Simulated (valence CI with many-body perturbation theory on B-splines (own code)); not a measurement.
The numbers below are computed, except where a source is named.
## Level structure of Rh⁴⁰⁺

Level of theory: relativistic CI+MBPT: three valence electrons over a frozen Dirac-Fock core [He], a basis of 11 s, 11 p, 9 d, 7 f, 5 g, 2 h, 1 i functions for each j, with the one-electron correlation potential Σ1 (screened to all orders), the two-electron term Σ2, the three-electron term Σ3, Breit, model QED; selected single and double excitations, second order for the rest (own B-spline code, finite nucleus).

No measured spectrum was set against this ion. As an estimate, large intervals hold to a few tenths of a per cent, small ones and those within an open d or f shell to about a per cent.

Levels 46 to 90 of 99, with energies above the lowest level, (2s^2 2p1/2) J=1/2. "Leading %" is the weight of the configuration and term that name the level; weights of strongly mixed levels are sums over their largest components and can fall short. In the jj column 3d3/2^4 stands for four electrons in 3d with j = 3/2.

```
No.  Configuration  Term    J  E (× 10³ cm⁻¹)  Leading %                 Leading jj   Second component
 46       2s 2p 3s   2P°  3/2           30317         86         2s 2p3/2 3s (95 %)  12 % 2s 2p 3s 4P°
 47       2s 2p 3p    4D  7/2           30526        100     2s 2p3/2 3p3/2 (100 %)                   
 48       2s 2p 3p    2P  3/2           30554         52      2s 2p3/2 3p3/2 (95 %)   32 % 2s 2p 3p 4S
 49         2p2 3p   2P°  3/2           30576         26       2p1/2^2 3p3/2 (94 %)    25 % 2p2 3p 4D°
 50       2s 2p 3p    2D  5/2           30648         48      2s 2p3/2 3p3/2 (96 %)   45 % 2s 2p 3p 4P
 51       2s 2p 3p    2P  1/2           30648         61      2s 2p3/2 3p1/2 (61 %)   17 % 2s 2p 3p 4P
 52       2s 2p 3p    2D  3/2           30667         65      2s 2p3/2 3p1/2 (93 %)   18 % 2s 2p 3p 2P
 53       2s 2p 3p    2S  1/2           30669         65      2s 2p3/2 3p3/2 (58 %)   27 % 2s 2p 3p 2P
 54         2p2 3d    4F  3/2           30788         37       2p1/2^2 3d3/2 (95 %)     23 % 2p2 3d 2D
 55       2s 2p 3d   4D°  5/2           30856         48      2s 2p3/2 3d3/2 (97 %)  20 % 2s 2p 3d 4F°
 56       2s 2p 3d   4F°  7/2           30874         45      2s 2p3/2 3d3/2 (70 %)  44 % 2s 2p 3d 4D°
 57       2s 2p 3d   4P°  3/2           30876         46      2s 2p3/2 3d3/2 (97 %)  40 % 2s 2p 3d 4D°
 58       2s 2p 3d   4F°  9/2           30883        100     2s 2p3/2 3d5/2 (100 %)                   
 59       2s 2p 3d   4P°  1/2           30886         85      2s 2p3/2 3d3/2 (96 %)  12 % 2s 2p 3d 4D°
 60         2p2 3d    2D  5/2           30951         28       2p1/2^2 3d5/2 (93 %)     21 % 2p2 3d 4D
 61       2s 2p 3p    2D  5/2           30969         63      2s 2p3/2 3p3/2 (78 %)     12 % 2p2 3s 2D
 62         2p2 3s    4P  3/2           30978         62      2p1/2 2p3/2 3s (75 %)   12 % 2s 2p 3p 2P
 63       2s 2p 3d   2D°  5/2           31000         45      2s 2p3/2 3d5/2 (99 %)  31 % 2s 2p 3d 4P°
 64       2s 2p 3d   2D°  3/2           31037         42      2s 2p3/2 3d5/2 (90 %)  28 % 2s 2p 3d 2P°
 65       2s 2p 3p    2P  3/2           31052         34      2s 2p3/2 3p3/2 (52 %)     27 % 2p2 3s 4P
 66         2p2 3s    2P  1/2           31066         45      2p1/2 2p3/2 3s (68 %)     23 % 2p2 3s 4P
 67       2s 2p 3d   2F°  7/2           31083         79      2s 2p3/2 3d5/2 (70 %)  21 % 2s 2p 3d 4D°
 68       2s 2p 3p    2S  1/2           31113         49      2s 2p3/2 3p3/2 (72 %)   19 % 2s 2p 3p 2P
 69         2p2 3s    2D  5/2           31148         43      2p1/2 2p3/2 3s (77 %)     35 % 2p2 3s 4P
 70       2s 2p 3d   2P°  1/2           31150         80      2s 2p3/2 3d5/2 (96 %)  12 % 2s 2p 3d 4D°
 71         2p2 3s    2D  3/2           31188         45      2p1/2 2p3/2 3s (73 %)     29 % 2p2 3s 2P
 72         2p2 3p   4P°  1/2           31269         43   2p1/2 2p3/2 3p1/2 (96 %)    28 % 2p2 3p 4D°
 73       2s 2p 3d   2F°  5/2           31294         52      2s 2p3/2 3d3/2 (73 %)    14 % 2p2 3p 2F°
 74         2p2 3p   4D°  3/2           31296         42   2p1/2 2p3/2 3p1/2 (78 %)  13 % 2s 2p 3d 2D°
 75       2s 2p 3d   2D°  3/2           31345         57      2s 2p3/2 3d3/2 (70 %)  15 % 2s 2p 3d 2P°
 76       2s 2p 3d   2F°  7/2           31375         81      2s 2p3/2 3d5/2 (95 %)   9 % 2s 2p 3d 4D°
 77       2s 2p 3d   2P°  1/2           31376         87      2s 2p3/2 3d3/2 (94 %)  10 % 2s 2p 3d 4D°
 78         2p2 3p   2F°  5/2           31409         29   2p1/2 2p3/2 3p1/2 (72 %)  15 % 2s 2p 3d 2F°
 79       2s 2p 3d   2D°  5/2           31453         64      2s 2p3/2 3d5/2 (92 %)  26 % 2s 2p 3d 2F°
 80       2s 2p 3d   2P°  3/2           31475         83      2s 2p3/2 3d5/2 (93 %)   6 % 2s 2p 3d 4D°
 81         2p2 3p   2P°  3/2           31551         38   2p1/2 2p3/2 3p1/2 (96 %)    26 % 2p2 3p 2D°
 82         2p2 3p   4D°  5/2           31661         53   2p1/2 2p3/2 3p3/2 (99 %)    34 % 2p2 3p 4P°
 83         2p2 3p   4P°  1/2           31689         37   2p1/2 2p3/2 3p3/2 (98 %)    31 % 2p2 3p 2P°
 84         2p2 3p   2D°  3/2           31726         50   2p1/2 2p3/2 3p3/2 (97 %)    29 % 2p2 3p 4P°
 85         2p2 3p   2F°  7/2           31771         56   2p1/2 2p3/2 3p3/2 (96 %)    41 % 2p2 3p 4D°
 86         2p2 3p   2P°  3/2           31833         43   2p1/2 2p3/2 3p3/2 (98 %)    26 % 2p2 3p 4S°
 87         2p2 3p   2D°  5/2           31889         54   2p1/2 2p3/2 3p3/2 (96 %)    22 % 2p2 3p 2F°
 88         2p2 3d    4F  3/2           31927         42   2p1/2 2p3/2 3d3/2 (98 %)     31 % 2p2 3d 2P
 89         2p2 3d    4F  5/2           31936         54   2p1/2 2p3/2 3d3/2 (97 %)     40 % 2p2 3d 2F
 90         2p2 3d    4D  1/2           31950         80  2p1/2 2p3/2 3d3/2 (100 %)     14 % 2p2 3d 2P
```
